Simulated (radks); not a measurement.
Species: W LXV. Configuration: [Ne]. Method: Dirac Kohn-Sham, PBE, spin-unpolarised, spherical densities, finite nucleus; Fermi nuclear charge, rms radius 5.3658 fm; computed with a radial shooting solver on a logarithmic mesh with Libxc functionals.

Unscreened Slater integrals over Kohn-Sham orbitals (hartree). Large and small components are both included.

\begin{tabular}{lr}
integral & value \\ \hline
F0(2p3/2,2p3/2) & 12.982 \\
F2(2p3/2,2p3/2) & 6.1922 \\
F0(2p3/2,2p1/2) & 13.708 \\
G2(2p3/2,2p1/2) & 6.0308 \\
F0(2p3/2,2s1/2) & 12.343 \\
G1(2p3/2,2s1/2) & 6.9706 \\
F0(2p3/2,1s1/2) & 17.637 \\
G1(2p3/2,1s1/2) & 3.0674 \\
F0(2p1/2,2p1/2) & 14.617 \\
F0(2p1/2,2s1/2) & 12.962 \\
G1(2p1/2,2s1/2) & 6.7291 \\
F0(2p1/2,1s1/2) & 20.252 \\
G1(2p1/2,1s1/2) & 3.5032 \\
F0(2s1/2,2s1/2) & 11.970 \\
F0(2s1/2,1s1/2) & 17.265 \\
G0(2s1/2,1s1/2) & 2.0508 \\
F0(1s1/2,1s1/2) & 51.858 \\
\end{tabular}
